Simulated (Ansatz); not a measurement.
CH5AlGaNO at its PBE0-D4/def2-TZVP geometry, where that method's forces vanish. Total charge 0; spin multiplicity 1. The bonds changed during the relaxation, so this is another structure than the one it started from.

```xyz
10

N    -1.5773    1.9011    0.1381
Ga   -0.9995    0.5735   -0.9450
C     0.5114   -0.5234   -0.2193
O     1.7314   -0.3087   -0.4617
Al    1.6252   -1.8432    0.6998
H    -2.3658    2.4880   -0.0747
H    -1.1210    2.1780    0.9903
H    -1.7853    0.2299   -2.2448
H     2.0606   -1.4997    2.1804
H     1.9203   -3.1956   -0.0632
```

What forces (eV/Å) does ωB97M-V/def2-TZVPP give on these atoms in Ansatz? (Best estimate.)

Ansatz gave: 
```
N1  -0.005  0.026  0.004
Ga2 -0.036 -0.069 -0.119
C3  -0.332 -0.046  0.046
O4   0.246  0.041 -0.045
Al5  0.124 -0.075  0.050
H6   0.034 -0.008  0.033
H7  -0.030  0.009 -0.022
H8   0.084  0.033  0.112
H9  -0.049 -0.047 -0.149
H10 -0.036  0.135  0.090
```
